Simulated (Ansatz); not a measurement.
Species: C2H5NO, SMILES `C=C(N)O` (O–C–N–H torsion 177°, N–C–O–H torsion -30°) (charge 0, multiplicity 1).

Task: Give a relaxed geometry from B3LYP-D3(BJ)/def2-TZVP (Ansatz, an electronic-structure program).

Result: This is not unique; one that fits is the end point of this relaxation, one of several conformers (outside a Z-matrix the atoms follow the SMILES, hydrogens last).
Bonded distances (Å): C1–C2 1.332, C1–H5 1.079, C1–H6 1.078, C2–N3 1.399, C2–O4 1.366, N3–H7 1.010, N3–H8 1.013, O4–H9 0.966. Bond angles (°): C2–C1–H5 120.8, C2–C1–H6 120.2, H5–C1–H6 119.0, C1–C2–N3 126.4, C1–C2–O4 121.1, N3–C2–O4 112.5, C2–N3–H7 113.3, C2–N3–H8 113.4, H7–N3–H8 110.9, C2–O4–H9 108.0.
